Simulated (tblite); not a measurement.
Isomers of C8H14F2. Computed values, GFN2-xTB/tblite, gas phase, harmonic and unscaled. This tight-binding method is rough: wavenumbers can miss measured ones by several per cent, in bad cases by 10 to 20. One conformer each.

Electronic energies: GFN2-xTB at the same geometries; isomer energies are rough at this level and their order can be wrong.

```csv
SMILES,"electronic energy, lowest = 0 (kcal/mol)"
C/C=C\C(C)(C)CC(F)F,23.1
C/C(F)=C(\CF)C(C)(C)C,21.8
FC[C@@H]1CCCC[C@H](F)C1,0.0
```

Problem. How do GFN2-xTB zero-point energies change the relative energies?

Solution. 
| SMILES | ZPE (kcal/mol) | of it from modes above 1550 cm⁻¹ | electronic (kcal/mol) | with ZPE, lowest = 0 (kcal/mol) | lowest mode (cm⁻¹) | rings |
| --- | --- | --- | --- | --- | --- | --- |
| FC[C@@H]1CCCC[C@H](F)C1 | 130.8 | 59.4 | 0.0 | 0.0 | 82 | 1 |
| C/C(F)=C(\CF)C(C)(C)C | 127.2 | 63.1 | 21.8 | 18.2 | 34 | 0 |
| C/C=C\C(C)(C)CC(F)F | 127.1 | 63.0 | 23.1 | 19.5 | 23 | 0 |

The zero-point energies span 3.7 kcal/mol, from `C/C=C\C(C)(C)CC(F)F` to `FC[C@@H]1CCCC[C@H](F)C1`. The order is unchanged.
